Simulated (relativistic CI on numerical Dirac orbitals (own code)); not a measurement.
# Al2+: calculation against measurement

Calculated at this level of theory: Dirac-Coulomb-Breit CI, separate exchange-only KLI orbitals for each configuration, QED by a radiative potential, valence Slater integrals scaled by 0.85, P86 correlation energy added to each configuration (own radial code, finite nucleus).

CI space (outside the closed core [Ne]): 3s, 3p, 3d, 4s, 4p, 4d, 4f, 5s, 5p, 5d, 5g, 5f, 6s, 6p, 6d. Levels of other configurations are missing.

```
Configuration  Term (tabulated)    J  Measured (cm⁻¹)  Computed  Error  Purity (%)
           3s                2S  1/2              0.0         0      0         100
           3p               2P°  1/2          53682.9     52987   -695         100
           3p               2P°  3/2          53916.6     53208   -708         100
           3d                2D  5/2         115956.2    114450  -1506         100
           3d                2D  3/2         115958.5    114455  -1504         100
           4s                2S  1/2         126164.1    124959  -1205         100
           4p               2P°  1/2         143633.4    142569  -1065         100
           4p               2P°  3/2         143713.5    142643  -1071         100
           4d                2D  5/2         165786.3    164754  -1032         100
           4d                2D  3/2         165787.5    164758  -1030         100
           4f               2F°  5/2         167612.8    168125    512         100
           4f               2F°  7/2         167613.4    168125    512         100
           5s                2S  1/2         170637.4    169294  -1343         100
           5p               2P°  1/2         178433.4    177284  -1150         100
           5p               2P°  3/2         178470.3    177317  -1153         100
           5d                2D  5/2         188877.6    187936   -941         100
           5d                2D  3/2         188878.2    187938   -940         100
           5f               2F°  5/2         189876.1    190348    472         100
           5f               2F°  7/2         189876.4    190348    472         100
           6s                2S  1/2         191484.2    190355  -1129         100
           6p               2P°  1/2         195621.7    194652   -970         100
           6p               2P°  3/2         195641.7    194669   -972         100
           6d                2D  5/2         201375.2    200602   -773         100
           6d                2D  3/2         201375.6    200604   -772         100
```

Measured levels from NIST levels in Kelleher and Podobedova, J. Phys. Chem. Ref. Data 37, 709 (2008); pairs were made by configuration, J and term (by order where the table uses no LS term), so strongly mixed levels may be paired wrongly.

Mean error by configuration (cm⁻¹): 3p -702; 3d -1505; 4s -1205; 4p -1068; 4d -1031; 4f 512; 5s -1343; 5p -1152; 5d -941; 5f 472; 6s -1129; 6p -971; 6d -772. Over the excited levels the mean absolute error is 953 cm⁻¹ (23 of the 23 excited levels that our extract of the source holds in range could be paired), and the median relative error of those above 1,000 cm⁻¹ is 0.62 %.
